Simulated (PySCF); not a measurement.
**First hyperpolarisability: `C#CC1=CC2(C=C1)CCC2`, C₁₀H₁₀**

Molfile (atoms numbered from 1):
```
C10H10
     RDKit          3D

 20 21  0  0  0  0  0  0  0  0999 V2000
    4.3435    0.5065   -0.8134 C   0  0  0  0  0  0  0  0  0  0  0  0
    3.1832    0.3143   -0.5125 C   0  0  0  0  0  0  0  0  0  0  0  0
    1.8341    0.0661   -0.1399 C   0  0  0  0  0  0  0  0  0  0  0  0
    0.7240    0.6881   -0.6148 C   0  0  0  0  0  0  0  0  0  0  0  0
   -0.4894    0.1257    0.0405 C   0  0  0  0  0  0  0  0  0  0  0  0
    0.0751   -0.9125    0.9654 C   0  0  0  0  0  0  0  0  0  0  0  0
    1.4151   -0.9413    0.8561 C   0  0  0  0  0  0  0  0  0  0  0  0
   -1.6802   -0.3856   -0.8318 C   0  0  0  0  0  0  0  0  0  0  0  0
   -2.6579    0.1750    0.2126 C   0  0  0  0  0  0  0  0  0  0  0  0
   -1.5238    1.0798    0.7189 C   0  0  0  0  0  0  0  0  0  0  0  0
    5.3679    0.6820   -1.0852 H   0  0  0  0  0  0  0  0  0  0  0  0
    0.7036    1.4807   -1.3639 H   0  0  0  0  0  0  0  0  0  0  0  0
   -0.5367   -1.5364    1.6193 H   0  0  0  0  0  0  0  0  0  0  0  0
    2.1092   -1.5861    1.3963 H   0  0  0  0  0  0  0  0  0  0  0  0
   -1.7288    0.1784   -1.7751 H   0  0  0  0  0  0  0  0  0  0  0  0
   -1.6985   -1.4609   -1.0604 H   0  0  0  0  0  0  0  0  0  0  0  0
   -2.9427   -0.5830    0.9579 H   0  0  0  0  0  0  0  0  0  0  0  0
   -3.5749    0.6596   -0.1530 H   0  0  0  0  0  0  0  0  0  0  0  0
   -1.4101    1.2415    1.8004 H   0  0  0  0  0  0  0  0  0  0  0  0
   -1.5282    2.0566    0.2128 H   0  0  0  0  0  0  0  0  0  0  0  0
  1  2  3  0
  2  3  1  0
  3  4  2  0
  4  5  1  0
  5  6  1  0
  6  7  2  0
  5  8  1  0
  8  9  1  0
  9 10  1  0
  7  3  1  0
 10  5  1  0
  1 11  1  0
  4 12  1  0
  6 13  1  0
  7 14  1  0
  8 15  1  0
  8 16  1  0
  9 17  1  0
  9 18  1  0
 10 19  1  0
 10 20  1  0
M  END
```

Computed, not measured: PySCF, quadratic response CAM-B3LYP/aug-cc-pVDZ first hyperpolarisability, Taylor convention, gas phase. Geometry: PBE0-D3(BJ)/def2-SVP.

(1) What is the first hyperpolarisability, and how does it disperse?

(2) Which lowest excitations, dipole and polarisabilities go with it?

## Answers

(1) In au, Taylor convention; the vector part is βᵢ = ⅓ Σⱼ (βᵢⱼⱼ + βⱼᵢⱼ + βⱼⱼᵢ); β∥ is 3/5 of the vector part along the dipole, the dipole points from − to +:
```tsv
process	λ (nm)	β vector norm	β∥	β HRS	depolarisation ratio
static β(0;0,0)	∞	238.5	141.2	97.8	5.18
second harmonic β(−2ω;ω,ω)	1907	250.4	148.1	102.7	5.15
Pockels β(−ω;ω,0)	1907	242.4	143.5	–	–
second harmonic β(−2ω;ω,ω)	1064	278.3	163.8	114.7	5.04
Pockels β(−ω;ω,0)	1064	251.2	148.6	–	–
```

(2) S1 4.41 eV (f = 0.053); S2 5.35 eV (f = 0.000); S3 5.65 eV (f = 0.004); dipole 1.45 D; isotropic α 118.6 au static, 119.1 au at 1907 nm, 120.2 au at 1064 nm, 120.6 au at 953.5 nm, 125.5 au at 532 nm.
